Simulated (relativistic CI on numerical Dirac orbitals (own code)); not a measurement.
# Ru³⁺ (4d5) in a crystal field

Calculated by Dirac-Coulomb-Breit CI, separate exchange-only KLI orbitals for each configuration, QED by a radiative potential, valence Slater integrals scaled by 0.75, one configuration in a parametric crystal field (own radial code).

Field parameters in Wybourne normalisation: Oh B⁴₀ = 21Dq, B⁴₄ = √(5/14) B⁴₀. The field is a parameter set, without covalency.

S is read from ⟨S²⟩ = S(S + 1).

Site symmetry Oh; labels are those of the double group. Computed levels in cm⁻¹ above the lowest, in rising order:

| Δ (size of 10Dq) | Lowest | No. 2 | No. 3 | No. 4 | No. 5 | No. 6 | No. 7 | No. 8 |
| --- | --- | --- | --- | --- | --- | --- | --- | --- |
| 6000 | Γ7 | 1 Γ8 | 15563 Γ7 | 16042 Γ8 | 16239 Γ8 | 16537 Γ6 | 18494 Γ7 | 18795 Γ8 |
| 10750 | Γ7 | 3 Γ8 | 10050 Γ7 | 11368 Γ8 | 11865 Γ8 | 12194 Γ6 | 13671 Γ7 | 14053 Γ8 |
| 15550 | Γ7 | 51 Γ8 | 2475 Γ7 | 4571 Γ8 | 7460 Γ8 | 7783 Γ6 | 7944 Γ8 | 8227 Γ7 |
| 20350 | Γ7 | 2139 Γ8 | 6169 Γ8 | 6248 Γ7 | 9409 Γ8 | 9669 Γ6 | 9980 Γ8 | 10224 Γ7 |
| 25100 | Γ7 | 2081 Γ8 | 12724 Γ8 | 12949 Γ7 | 13831 Γ8 | 14084 Γ6 | 16791 Γ8 | 16857 Γ7 |
| 29900 | Γ7 | 2038 Γ8 | 17677 Γ8 | 17905 Γ7 | 18400 Γ8 | 18662 Γ6 | 23227 Γ6 | 23283 Γ8 |
| 34700 | Γ7 | 2005 Γ8 | 22405 Γ8 | 22615 Γ7 | 23028 Γ8 | 23296 Γ6 | 27893 Γ6 | 27953 Γ8 |
| 39500 | Γ7 | 1979 Γ8 | 27111 Γ8 | 27306 Γ7 | 27692 Γ8 | 27966 Γ6 | 32585 Γ6 | 32645 Γ8 |
| 44250 | Γ7 | 1957 Γ8 | 31773 Γ8 | 31956 Γ7 | 32333 Γ8 | 32611 Γ6 | 37245 Γ6 | 37305 Γ8 |

Ground-state S against |10Dq| in cm⁻¹: 6000: 2.49, 10750: 2.48, 15550: 2.41, 20350: 0.58, 25100: 0.53, 29900: 0.52, 34700: 0.51, 39500: 0.51, 44250: 0.51.

The spin changes between |10Dq| = 15550 and 20350 cm⁻¹.
